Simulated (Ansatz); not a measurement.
Compare A (`[CH3][AlH][O]BN`) with its isomer B (`B[NH][AlH][O]C`).

Isolated molecules relaxed with PBE0-D4/def2-TZVP in Ansatz; ΔE leaves out vibrations. CCSD(T)/CBS is the MP2 limit (def2-TZVPP, def2-QZVPP) plus CCSD(T) − MP2 in def2-TZVPP, frozen cores. DFT in def2-TZVPP. B3LYP here is the variant with VWN-RPA as its local correlation; programs differ in this. Each species was taken in one conformer, which may not be the lowest.

Which is lower in electronic energy at CCSD(T)/CBS, and by how much? (An estimate is asked.)

The calculation gave: A, by 148.6 kJ/mol.

Give E(B) − E(A) in kJ/mol with ωB97M-V, r2SCAN-D4, PBE0-D4, B3LYP, PBE-D4, MP2/def2-TZVPP, B2PLYP. (An estimate is asked.)

Ansatz gave: ωB97M-V 150.5, r2SCAN-D4 149.5, PBE0-D4 148.9, B3LYP 155.9, PBE-D4 145.7, MP2/def2-TZVPP 150.9, B2PLYP 153.6. None reverses the order clearly.

Largest T1 diagnostic: 0.013.

In def2-TZVPP, CCSD(T) changes the Hartree–Fock value by −15.1 kJ/mol (the triples alone add −2.9 kJ/mol) and MP2 by −10.4 kJ/mol. The D4 term adds −4.4 kJ/mol with B3LYP and −2.3 kJ/mol with PBE0; it sums over pairs of atoms, weighted by their polarisabilities, and B3LYP, whose exchange is more repulsive, gets the larger term.
